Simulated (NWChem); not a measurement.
# BeNH3Se; SMILES [NH2][Be][SeH]

```xyz
6

Be     0.0286    -1.1384    -0.0006
N     -0.0050    -2.6343     0.0014
H     -0.0309    -3.2244    -0.8241
H     -0.0103    -3.2221     0.8287
Se     0.1189     0.8932    -0.0034
H     -1.3498     0.9959     0.0150
```
Atoms are numbered in this order, from 1.

Level: PBE0/def2-SVP (NWChem), optimised geometry, unscaled harmonic frequencies. This build's default masses of Se (78.918 u) and Br (79.917 u) are each other's, which moves their modes by up to 0.6 %.

Problem. List the harmonic frequencies with IR intensities, and the thermochemistry.

Solution. 
| frequency (cm⁻¹) | IR intensity (km/mol) |
|---|---|
| 229 | 1.2 |
| 231 | 2.7 |
| 292 | 2.1 |
| 400 | 3.4 |
| 479 | 200.6 |
| 606 | 3.3 |
| 660 | 64.7 |
| 1297 | 203.3 |
| 1539 | 118.1 |
| 2449 | 7.9 |
| 3618 | 64.1 |
| 3699 | 42.5 |

```json
{
  "zero_point_energy": "22.1 kcal/mol",
  "thermal correction to the enthalpy at 298.15 K (with zero-point energy)": "26.0 kcal/mol",
  "heat capacity Cv": "16.1 cal/(mol K)",
  "entropy at 298.15 K and 1 atm (symmetry number 1)": "70.9 cal/(mol K)",
  "dipole_moment": "2.24 D"
}
```

Rigid rotor and harmonic oscillator.
